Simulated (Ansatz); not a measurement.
System: sum formula H$_{5}$SiN$_{2}$O$_{2}$, charge 0, multiplicity 2. It need not be the lowest isomer of its formula. SMILES: [NH][Si](N)(O)O
Geometry from a B3LYP-D3(BJ)/def2-TZVP (Ansatz, an electronic-structure program) optimisation:
```xyz
10

Si    -0.0124     0.0104    -0.0204
O     -0.5498    -1.2822    -0.8634
O      1.6321    -0.0821    -0.1247
N     -0.4912     1.5201    -0.7473
N     -0.6779    -0.1154     1.5413
H     -0.0045    -1.5820    -1.5951
H      2.1595     0.5015     0.4251
H     -0.4090     2.3471    -0.1529
H     -1.0615     0.6687     2.0394
H     -0.9867    -0.9981     1.9152
```
Charge 0, spin multiplicity 2.

Wanted: atomisation energy (electronic, to ground-state atoms), in kcal/mol. Valence correlation only, unless marked. Open shells are spin-unrestricted. Spin-orbit coupling is left out. No relativistic terms. The coupled-cluster limit lacks core correlation, which all-electron functionals hold. CBS(X,Y): correlation extrapolated as X^-3; Hartree-Fock from the larger set.

```
level                                        program  atomisation energy (kcal/mol)
------------------------------------  --------------  -----------------------------
SVWN5/def2-TZVPD                              Ansatz                              ?
BLYP/def2-TZVPD                               Ansatz                          882.5
PBE0-D3(BJ)/def2-TZVP                 Ansatz + dftd3                          875.9
PBE0-D4/def2-TZVP                     Ansatz + dftd4                          876.0
PBE0/def2-QZVPP                               Ansatz                          878.0
BHLYP-D4/def2-TZVPD                   Ansatz + dftd4                          851.0
CAM-B3LYP-D4/def2-TZVPD               Ansatz + dftd4                              ?
LC-wPBE-D4/def2-TZVPD                 Ansatz + dftd4                              ?
B2GP-PLYP/def2-TZVPD                          Ansatz                              ?
RPA@PBE/cc-pV(T+d)Z                           Ansatz                          820.9
CCSD(T)/CBS(cc-pV(T+d)Z,cc-pV(Q+d)Z)          Ansatz                          889.9
```

Task: Fill in the missing entries.

Result: 
- SVWN5/def2-TZVPD, atomisation energy (kcal/mol): 1026.3
- CAM-B3LYP-D4/def2-TZVPD, atomisation energy (kcal/mol): 893.2
- LC-wPBE-D4/def2-TZVPD, atomisation energy (kcal/mol): 886.1
- B2GP-PLYP/def2-TZVPD, atomisation energy (kcal/mol): 870.0
